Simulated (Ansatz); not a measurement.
Relaxation of Li5Br4 with UKS PBE-D4/def2-SVP.

```sh
$ ansatz run in.yaml --threads 4 --pin off --events-out ev --progress --plain --max-ram 4787MiB
```

```yaml
crystal:
  periodic: [false, false, false]
  atoms:
    - {symbol: Li, position_ang: [-1.756470, 0.908970, 0.850830]}
    - {symbol: Li, position_ang: [-1.594360, -0.942220, -1.016400]}
    - {symbol: Li, position_ang: [0.973720, 0.034630, -1.792200]}
    - {symbol: Li, position_ang: [1.455020, -0.691370, 0.747350]}
    - {symbol: Li, position_ang: [0.819600, 1.835340, 0.142370]}
    - {symbol: Br, position_ang: [2.961600, 0.833540, -0.560690]}
    - {symbol: Br, position_ang: [0.198780, 0.797180, 2.323550]}
    - {symbol: Br, position_ang: [-3.532930, -0.526360, 0.258530]}
    - {symbol: Br, position_ang: [0.475040, -2.249710, -0.953340]}
basis:
  gaussian: {orbitals: def2-SVP}
magnetization: {spin_polarized: true, initial_magnetization: 1}
hamiltonian: {xc: pbe, dispersion: d4}
scf: {lower_state_search: "off"}
output: {orbitals: {seedname: orbitals}}
relax: {f_tol: 0.02, max_steps: 100}
```

It took 3.6 min on 4 threads of Arm Neoverse N1 on a shared host.

Positions (Å) and forces (eV/Å) at steps 1, 2, 3, 4, 6, 7, 9, 10, 13, 16, 18, 19, 20, 21, 22, 23, 24, 25, 26, 27, 28, 30, 31, 34 of 34:

```xyz
9
step=1 energy=-281141.7264 eV
Li   -1.756    0.909    0.851   -0.274   -0.004    0.340
Li   -1.594   -0.942   -1.016   -0.219   -0.363   -0.047
Li    0.974    0.035   -1.792    0.298   -0.199   -0.379
Li    1.455   -0.691    0.747    0.121   -0.303    0.290
Li    0.820    1.835    0.142    0.262    0.391    0.263
Br    2.962    0.834   -0.561   -0.403    0.001   -0.033
Br    0.199    0.797    2.324    0.003    0.101   -0.271
Br   -3.533   -0.526    0.259    0.243    0.124   -0.098
Br    0.475   -2.250   -0.953   -0.032    0.253   -0.065
9
step=2 energy=-281141.9562 eV
Li   -1.844    0.927    0.966   -0.038    0.016    0.099
Li   -1.668   -1.063   -1.049   -0.031   -0.101   -0.032
Li    1.070   -0.021   -1.944    0.036    0.022   -0.042
Li    1.498   -0.780    0.832   -0.032   -0.002   -0.001
Li    0.903    1.994    0.219    0.032    0.056   -0.009
Br    2.882    0.822   -0.557    0.034   -0.011    0.005
Br    0.212    0.833    2.273    0.003    0.021    0.012
Br   -3.533   -0.510    0.240    0.002    0.015   -0.020
Br    0.481   -2.203   -0.980   -0.005   -0.015   -0.012
9
step=3 energy=-281141.9558 eV rejected
Li   -1.975    0.845    1.069    0.104    0.061    0.055
Li   -1.811   -1.186   -1.012    0.103   -0.047   -0.061
Li    1.243    0.026   -1.988   -0.091   -0.019   -0.002
Li    1.426   -0.726    0.781    0.065   -0.015    0.016
Li    1.087    2.070    0.195   -0.092   -0.006    0.011
Br    3.058    0.797   -0.525   -0.185   -0.093    0.075
Br    0.200    0.899    2.230   -0.023    0.024   -0.055
Br   -3.679   -0.569    0.276    0.146    0.034   -0.025
Br    0.451   -2.155   -1.026   -0.027    0.061   -0.014
9
step=4 energy=-281141.9735 eV
Li   -1.885    0.917    1.043   -0.006    0.018    0.054
Li   -1.713   -1.148   -1.066   -0.025   -0.060   -0.029
Li    1.123   -0.008   -1.982    0.016    0.030    0.005
Li    1.445   -0.773    0.823    0.012    0.022   -0.015
Li    0.962    2.050    0.217    0.008   -0.004   -0.023
Br    2.916    0.798   -0.534   -0.006   -0.024    0.016
Br    0.222    0.881    2.271   -0.012    0.010    0.006
Br   -3.551   -0.521    0.242    0.023    0.010   -0.010
Br    0.481   -2.197   -1.015   -0.010   -0.002   -0.004
9
step=6 energy=-281142.0007 eV
Li   -1.890    0.916    1.079   -0.191    0.074    0.180
Li   -1.735   -1.196   -1.086   -0.023   -0.147   -0.120
Li    1.129    0.014   -1.979    0.024    0.018   -0.009
Li    1.429   -0.763    0.819    0.049   -0.010   -0.002
Li    0.972    2.054    0.200    0.154    0.065   -0.051
Br    2.928    0.779   -0.516   -0.004   -0.011    0.007
Br    0.230    0.904    2.274   -0.006    0.005    0.003
Br   -3.542   -0.518    0.238    0.007    0.004   -0.005
Br    0.480   -2.190   -1.028   -0.010    0.003   -0.003
9
step=7 energy=-281142.0030 eV
Li   -1.907    0.919    1.103    0.045   -0.031   -0.032
Li   -1.745   -1.219   -1.097    0.025    0.032    0.033
Li    1.132    0.020   -1.980   -0.025   -0.001    0.002
Li    1.427   -0.763    0.818   -0.001    0.011   -0.005
Li    0.990    2.067    0.195   -0.028   -0.011    0.006
Br    2.936    0.771   -0.510   -0.001   -0.013    0.007
Br    0.230    0.913    2.267   -0.015    0.005   -0.004
Br   -3.542   -0.521    0.236    0.011    0.004   -0.006
Br    0.479   -2.187   -1.033   -0.010    0.004   -0.001
9
step=9 energy=-281142.0032 eV rejected
Li   -1.891    0.908    1.090   -0.037    0.058    0.077
Li   -1.729   -1.203   -1.090   -0.087   -0.099   -0.058
Li    1.110    0.023   -1.974    0.073    0.031   -0.023
Li    1.427   -0.760    0.819    0.024   -0.005    0.010
Li    0.983    2.061    0.196    0.027    0.012   -0.005
Br    2.928    0.765   -0.513    0.001    0.004   -0.003
Br    0.228    0.915    2.271    0.002    0.004    0.002
Br   -3.535   -0.518    0.229   -0.007    0.001   -0.001
Br    0.479   -2.190   -1.029    0.003   -0.005    0.001
9
step=10 energy=-281142.0043 eV
Li   -1.897    0.911    1.097    0.020   -0.011   -0.016
Li   -1.740   -1.214   -1.093    0.012    0.010    0.011
Li    1.120    0.027   -1.974   -0.010   -0.007   -0.003
Li    1.428   -0.762    0.819    0.001    0.002   -0.001
Li    0.986    2.062    0.192   -0.012    0.001    0.008
Br    2.934    0.766   -0.510    0.000   -0.003    0.002
Br    0.229    0.915    2.268   -0.004    0.003    0.003
Br   -3.539   -0.518    0.232   -0.001    0.002   -0.002
Br    0.479   -2.187   -1.031   -0.006    0.004   -0.002
9
step=13 energy=-281142.0045 eV
Li   -1.891    0.906    1.094    0.001    0.000   -0.003
Li   -1.739   -1.216   -1.093    0.000   -0.002   -0.001
Li    1.116    0.027   -1.975   -0.001   -0.002    0.000
Li    1.427   -0.760    0.820    0.002    0.000    0.000
Li    0.986    2.064    0.195    0.000    0.001    0.003
Br    2.932    0.764   -0.510   -0.001    0.001   -0.002
Br    0.231    0.919    2.271    0.000    0.000    0.001
Br   -3.538   -0.517    0.229   -0.001    0.002    0.000
Br    0.477   -2.187   -1.031    0.000    0.002    0.000
9
step=16 energy=-281142.0047 eV
Li   -1.879    0.902    1.075    0.002    0.003   -0.001
Li   -1.750   -1.237   -1.097   -0.003   -0.005    0.003
Li    1.096    0.032   -1.965    0.000    0.009    0.002
Li    1.439   -0.757    0.822   -0.010   -0.001    0.002
Li    0.999    2.074    0.212    0.004   -0.001   -0.004
Br    2.930    0.767   -0.518    0.001    0.001   -0.001
Br    0.234    0.917    2.276    0.001   -0.006   -0.003
Br   -3.542   -0.512    0.219    0.001   -0.001    0.000
Br    0.474   -2.186   -1.024    0.003   -0.001    0.002
9
step=18 energy=-281142.0051 eV rejected
Li   -1.756    0.884    0.863    0.002    0.018   -0.017
Li   -1.863   -1.487   -1.111   -0.040    0.004    0.096
Li    0.888    0.129   -1.855    0.050    0.046    0.026
Li    1.528   -0.737    0.840   -0.069   -0.004    0.013
Li    1.138    2.166    0.369    0.023   -0.048   -0.031
Br    2.922    0.775   -0.579   -0.044    0.027    0.011
Br    0.255    0.896    2.303    0.017   -0.031   -0.045
Br   -3.569   -0.458    0.143    0.100   -0.045   -0.042
Br    0.457   -2.169   -0.974   -0.039    0.032   -0.011
9
step=19 energy=-281142.0072 eV
Li   -1.807    0.898    0.945    0.001    0.015   -0.015
Li   -1.822   -1.393   -1.100   -0.015   -0.009    0.046
Li    0.979    0.094   -1.900    0.008    0.031    0.012
Li    1.490   -0.746    0.831   -0.042   -0.002    0.011
Li    1.082    2.127    0.304    0.019   -0.012   -0.016
Br    2.929    0.773   -0.551   -0.014    0.007    0.004
Br    0.244    0.900    2.289    0.013   -0.019   -0.014
Br   -3.558   -0.480    0.180    0.041   -0.022   -0.020
Br    0.464   -2.173   -0.997   -0.011    0.012   -0.008
9
step=20 energy=-281142.0100 eV
Li   -1.770    0.904    0.872    0.008    0.015   -0.020
Li   -1.859   -1.481   -1.092   -0.026    0.002    0.079
Li    0.924    0.130   -1.870    0.022    0.040    0.021
Li    1.509   -0.743    0.835   -0.055    0.002    0.013
Li    1.124    2.155    0.352    0.018   -0.031   -0.020
Br    2.928    0.774   -0.562   -0.026    0.014    0.006
Br    0.246    0.891    2.294    0.014   -0.025   -0.030
Br   -3.563   -0.466    0.165    0.077   -0.038   -0.037
Br    0.460   -2.163   -0.994   -0.031    0.021   -0.011
9
step=21 energy=-281142.0117 eV
Li   -1.707    0.925    0.751   -0.290    0.137    0.158
Li   -1.911   -1.614   -1.057   -0.042   -0.134    0.004
Li    0.857    0.192   -1.827    0.081    0.026   -0.015
Li    1.521   -0.740    0.837    0.007   -0.032    0.017
Li    1.174    2.180    0.412    0.209    0.032   -0.039
Br    2.928    0.774   -0.569   -0.046    0.026    0.008
Br    0.244    0.873    2.301    0.023   -0.027   -0.050
Br   -3.560   -0.447    0.156    0.131   -0.063   -0.069
Br    0.454   -2.142   -1.004   -0.072    0.034   -0.015
9
step=22 energy=-281141.9789 eV rejected
Li   -1.781    1.017    0.732    0.302   -0.035   -0.034
Li   -1.975   -1.800   -1.032    0.058    0.133    0.156
Li    0.833    0.256   -1.797   -0.042    0.032    0.015
Li    1.537   -0.754    0.844   -0.119    0.022   -0.016
Li    1.309    2.222    0.457   -0.243   -0.041    0.070
Br    2.922    0.779   -0.575    0.138   -0.077   -0.025
Br    0.250    0.850    2.275   -0.029    0.016   -0.098
Br   -3.515   -0.464    0.115   -0.044   -0.083   -0.048
Br    0.419   -2.108   -1.019   -0.022    0.032   -0.020
9
step=23 energy=-281142.0092 eV rejected
Li   -1.776    0.966    0.803    0.206   -0.006   -0.051
Li   -1.908   -1.638   -1.044    0.022    0.051    0.091
Li    0.885    0.202   -1.834   -0.025    0.030    0.002
Li    1.507   -0.751    0.839   -0.074    0.014   -0.002
Li    1.210    2.179    0.393   -0.144   -0.019    0.041
Br    2.924    0.772   -0.562    0.082   -0.039   -0.009
Br    0.246    0.868    2.281   -0.026   -0.006   -0.046
Br   -3.529   -0.468    0.142   -0.050   -0.035   -0.009
Br    0.440   -2.130   -1.017    0.008    0.010   -0.017
9
step=24 energy=-281142.0182 eV
Li   -1.741    0.950    0.772    0.133   -0.018   -0.053
Li   -1.913   -1.637   -1.045    0.002    0.059    0.115
Li    0.870    0.203   -1.829    0.004    0.033    0.015
Li    1.512   -0.746    0.838   -0.070    0.011    0.003
Li    1.197    2.181    0.406   -0.084   -0.044    0.012
Br    2.928    0.772   -0.565    0.015   -0.008    0.002
Br    0.245    0.869    2.288   -0.010   -0.014   -0.046
Br   -3.542   -0.459    0.147    0.036   -0.041   -0.032
Br    0.445   -2.133   -1.012   -0.028    0.021   -0.017
9
step=25 energy=-281142.0220 eV
Li   -1.768    0.991    0.802    0.113   -0.002   -0.037
Li   -1.884   -1.599   -0.990    0.044   -0.011    0.014
Li    0.957    0.204   -1.862   -0.052   -0.001   -0.026
Li    1.455   -0.756    0.826   -0.016    0.000   -0.001
Li    1.141    2.125    0.347   -0.060    0.055    0.054
Br    2.941    0.766   -0.527    0.050   -0.041    0.001
Br    0.225    0.865    2.279   -0.023   -0.010   -0.022
Br   -3.516   -0.476    0.191   -0.078    0.011    0.022
Br    0.449   -2.120   -1.066    0.023   -0.001   -0.006
9
step=26 energy=-281142.0290 eV
Li   -1.737    1.003    0.739    0.086   -0.034   -0.035
Li   -1.912   -1.672   -0.972    0.024    0.029    0.063
Li    0.923    0.236   -1.843   -0.027   -0.002   -0.007
Li    1.462   -0.755    0.825   -0.021    0.007   -0.005
Li    1.171    2.145    0.383   -0.043    0.021    0.045
Br    2.949    0.766   -0.530   -0.005   -0.031    0.003
Br    0.222    0.858    2.283   -0.019   -0.011   -0.048
Br   -3.524   -0.468    0.190    0.019   -0.004   -0.016
Br    0.447   -2.113   -1.074   -0.014    0.026    0.000
9
step=27 energy=-281142.0261 eV rejected
Li   -1.634    1.010    0.567    0.007   -0.021   -0.035
Li   -1.940   -1.814   -0.867   -0.005    0.055    0.062
Li    0.845    0.315   -1.817    0.022    0.020    0.022
Li    1.435   -0.761    0.813    0.014    0.009   -0.005
Li    1.237    2.196    0.477   -0.031   -0.064   -0.003
Br    2.933    0.747   -0.520   -0.014    0.025   -0.009
Br    0.184    0.825    2.253    0.009    0.013    0.021
Br   -3.489   -0.450    0.193    0.038   -0.017   -0.036
Br    0.429   -2.068   -1.099   -0.039   -0.021   -0.017
9
step=28 energy=-281142.0271 eV rejected
Li   -1.695    1.007    0.657   -0.229    0.143    0.102
Li   -1.921   -1.733   -0.893    0.005   -0.154   -0.066
Li    0.917    0.275   -1.846    0.002   -0.011   -0.030
Li    1.440   -0.759    0.815    0.066   -0.035   -0.008
Li    1.194    2.160    0.421    0.138    0.070    0.013
Br    2.947    0.757   -0.518    0.005   -0.015    0.003
Br    0.196    0.842    2.270    0.012   -0.012   -0.011
Br   -3.515   -0.461    0.200    0.010    0.000   -0.013
Br    0.438   -2.089   -1.106   -0.009    0.014    0.010
9
step=30 energy=-281142.0380 eV
Li   -1.709    1.037    0.649    0.068   -0.036   -0.051
Li   -1.925   -1.779   -0.874    0.016    0.041    0.043
Li    0.897    0.292   -1.836   -0.026    0.009    0.008
Li    1.447   -0.762    0.809   -0.010    0.004   -0.012
Li    1.222    2.174    0.444   -0.048   -0.020    0.008
Br    2.950    0.750   -0.522   -0.005   -0.004    0.008
Br    0.189    0.832    2.253    0.004   -0.005    0.003
Br   -3.507   -0.461    0.187    0.010    0.003   -0.012
Br    0.436   -2.082   -1.110   -0.009    0.007    0.005
9
step=31 energy=-281142.0402 eV
Li   -1.678    1.060    0.581   -0.059    0.010    0.000
Li   -1.930   -1.850   -0.812    0.001    0.005    0.017
Li    0.861    0.332   -1.818    0.017    0.000   -0.013
Li    1.445   -0.768    0.800    0.018   -0.013   -0.010
Li    1.245    2.186    0.482    0.024   -0.023   -0.007
Br    2.946    0.742   -0.522   -0.014    0.025    0.008
Br    0.170    0.807    2.238    0.017    0.006    0.023
Br   -3.490   -0.447    0.174    0.018   -0.006   -0.021
Br    0.430   -2.063   -1.124   -0.022   -0.004    0.003
9
step=34 energy=-281142.0415 eV
Li   -1.693    1.064    0.580   -0.008    0.008   -0.008
Li   -1.920   -1.847   -0.762    0.001    0.008    0.002
Li    0.879    0.332   -1.833   -0.008    0.004    0.005
Li    1.455   -0.771    0.789    0.005   -0.006   -0.006
Li    1.238    2.175    0.486   -0.002   -0.013   -0.008
Br    2.950    0.753   -0.521   -0.004    0.009    0.004
Br    0.165    0.788    2.235    0.010   -0.002    0.010
Br   -3.506   -0.433    0.158    0.016   -0.005   -0.010
Br    0.431   -2.061   -1.132   -0.010   -0.001    0.010
```

Another isomer (doublet) lies 0.07 eV lower at PBE0-D4/def2-TZVP; other spin states weren't run for this one.
